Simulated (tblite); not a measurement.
Compound: C5H4F3O2 (doublet state).
SMILES with atom numbers: `[CH2:1][C@H:2]([C:3](=[O:4])[OH:5])[C:6]([F:7])=[C:8]([F:9])[F:10]` (hydrogens: H11, H12 on C1; H13 on C2; H14 on O5)
Bond orders are those of one Lewis drawing.

Computed with GFN2-xTB (tblite), gas phase: L-BFGS steps from a force-field or distance-geometry start until the largest atomic force falls under 0.01 eV/Å.

The end geometry, which sets the zero of energy:
```
atom  x, y, z in Å
C1     -0.1010   -1.3579   -0.8153
C2      0.0911    0.0945   -0.6830
C3      1.3281    0.1248    0.2522
O4      1.2711    0.1749    1.4467
O5      2.4499    0.0173   -0.4552
C6     -1.0331    0.8757   -0.0817
F7     -1.2390    2.0785   -0.6561
C8     -1.7752    0.5542    0.9724
F9     -2.7337    1.3131    1.4799
F10    -1.6966   -0.5930    1.6243
H11     0.5302   -1.8985   -1.4930
H12    -0.6970   -1.9021   -0.1110
H13     0.3801    0.5597   -1.6296
H14     3.2244   -0.0416    0.1273
```

Question: These geometries come from the run, each turned onto the end geometry. Order them by energy, lowest first.
A.
```
atom  x, y, z in Å
C1     -0.0894   -1.4178   -0.6854
C2      0.0874    0.0379   -0.6360
C3      1.3876    0.1361    0.2091
O4      1.4174    0.1330    1.4054
O5      2.4538    0.1602   -0.5846
C6     -0.9758    0.8695    0.0062
F7     -0.8825    2.1778   -0.3145
C8     -1.9172    0.5293    0.8793
F9     -2.7772    1.3824    1.4133
F10    -2.1725   -0.7021    1.2878
H11     0.4519   -1.9771   -1.4229
H12    -0.5740   -1.9442    0.1109
H13     0.3138    0.4558   -1.6218
H14     3.2761    0.1587   -0.0688
```
B.
```
atom  x, y, z in Å
C1     -0.0716   -1.4058   -0.6085
C2      0.1632    0.0532   -0.5701
C3      1.4889    0.2769    0.2087
O4      1.5796    0.5890    1.3602
O5      2.5339   -0.0175   -0.5644
C6     -0.9423    0.8604    0.0860
F7     -0.7960    2.1910   -0.0709
C8     -2.0135    0.4555    0.7597
F9     -2.9415    1.2750    1.2380
F10    -2.3201   -0.8117    0.9962
H11    -0.3625   -1.9084   -1.5111
H12     0.0389   -1.9944    0.2819
H13     0.2874    0.4619   -1.5846
H14     3.3548   -0.0254   -0.0432
```
C.
```
atom  x, y, z in Å
C1     -0.1017   -1.3715   -0.5601
C2      0.2110    0.0637   -0.5665
C3      1.5355    0.3536    0.1534
O4      1.6840    0.9807    1.1619
O5      2.5533   -0.2155   -0.4822
C6     -0.9077    0.8588    0.0833
F7     -0.7173    2.1922    0.0947
C8     -1.9929    0.3431    0.6595
F9     -2.9314    1.0642    1.2543
F10    -2.3082   -0.9498    0.6855
H11    -0.7849   -1.7633   -1.2810
H12     0.0637   -1.9280    0.3335
H13     0.3451    0.4178   -1.5987
H14     3.3508   -0.0463    0.0403
```
D.
```
atom  x, y, z in Å
C1     -0.0936   -1.3696   -0.7492
C2      0.0887    0.0864   -0.6606
C3      1.3583    0.1179    0.2318
O4      1.3450    0.1109    1.4304
O5      2.4585    0.0758   -0.5232
C6     -1.0183    0.8883   -0.0489
F7     -1.1053    2.1483   -0.5262
C8     -1.8518    0.5450    0.9283
F9     -2.7867    1.3310    1.4388
F10    -1.9008   -0.6488    1.4970
H11     0.5088   -1.9210   -1.4483
H12    -0.6228   -1.9036    0.0134
H13     0.3590    0.5175   -1.6288
H14     3.2603    0.0216    0.0234
```
E.
```
atom  x, y, z in Å
C1     -0.1053   -1.4036   -0.6135
C2      0.1289    0.0459   -0.5865
C3      1.4232    0.1486    0.2474
O4      1.4691    0.1494    1.4489
O5      2.4691    0.1569   -0.5868
C6     -0.9432    0.8981    0.0344
F7     -0.8313    2.2025   -0.2956
C8     -1.9554    0.5154    0.8078
F9     -2.8845    1.3176    1.3105
F10    -2.1871   -0.7423    1.1654
H11     0.0317   -1.9268   -1.5530
H12    -0.2789   -1.9532    0.2986
H13     0.3540    0.4271   -1.5888
H14     3.3088    0.1642   -0.1107
```

Answer: D (0.007 eV), A (0.017 eV), E (0.074 eV), B (0.142 eV), C (0.254 eV).

In the order of the answer:

| step | E above end (eV) | largest force (eV/Å) | rms force component (eV/Å) | rms distance from end (Å) | rms bond change (Å) | bond most changed (Å) |
| --- | --- | --- | --- | --- | --- | --- |
| 107 | 0.007 | 0.14 | 0.045 | 0.114 | 0.002 | C3–O5 +0.004 |
| 74 | 0.017 | 0.04 | 0.015 | 0.258 | 0.001 | C1–C2 -0.004 |
| 46 | 0.074 | 0.69 | 0.182 | 0.357 | 0.006 | C1–H11 +0.012 |
| 37 | 0.142 | 0.20 | 0.077 | 0.508 | 0.007 | C2–C6 +0.023 |
| 11 | 0.254 | 0.31 | 0.135 | 0.676 | 0.009 | C2–C6 +0.023 |

What follows is the cost of the whole relaxation. Hardware: an Arm Neoverse V2 with one thread, shared host with 96 logical CPUs at a one-minute load of 51. Cost: 0.64 s wall.
